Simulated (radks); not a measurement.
Species: Dy XXV. Configuration: [Kr] 4d6.

Calculated with a radial shooting solver on a logarithmic mesh with Libxc functionals: scalar-relativistic Kohn-Sham, PBE, spin-polarised, spherical densities, finite nucleus; open shells are filled with parallel spins first (spin-orbit coupling, left out, can overturn this in heavy ions); Fermi nuclear charge, rms radius 5.2218 fm.

Energy parts (eV):
part                      energy
total                 -323919.09
kinetic                349977.76
electron-nucleus      -760079.08
Hartree                 92563.40
exchange-correlation    -6381.16

Orbitals (lengths in bohr, moments of r in powers of bohr; r(max) is where P^2 peaks):
orbital  occ.  eigenvalue (eV)  <1/r>      <r^2>   r(max)      <r^4>
1s up       1        -54399.74  74.55  0.0006095  0.01338  9.918e-07
1s down     1        -54399.70  74.55  0.0006095  0.01338  9.917e-07
2s up       1        -9688.002  17.32   0.009521  0.07605  0.0001559
2s down     1        -9684.785  17.33   0.009519  0.07604  0.0001558
2p up       3        -8681.295  16.09   0.007708  0.06169  0.0001174
2p down     3        -8678.740  16.09   0.007706  0.06168  0.0001174
3s up       1        -2732.036  6.405    0.06231   0.2150   0.005833
3s down     1        -2730.502  6.406    0.06224   0.2151   0.005814
3p up       3        -2422.932  6.007    0.06243   0.2112   0.006094
3p down     3        -2421.207  6.009    0.06234   0.2112   0.006070
3d up       5        -2028.359  5.698    0.05199   0.1724   0.004752
3d down     5        -2025.693  5.697    0.05194   0.1725   0.004736
4s up       1        -1073.588  2.895     0.2779   0.4785     0.1083
4s down     1        -1065.270  2.893     0.2783   0.4783     0.1088
4p up       3        -963.8740  2.711     0.2999   0.4940     0.1281
4p down     3        -955.6657  2.708     0.3007   0.4938     0.1289
4d up       5        -816.6408  2.508     0.3172   0.4968     0.1490
4d down     1        -808.5421  2.505     0.3185   0.4968     0.1506

The highest occupied level is 4d down at -808.54 eV. Spin moment in Bohr magnetons: 4.
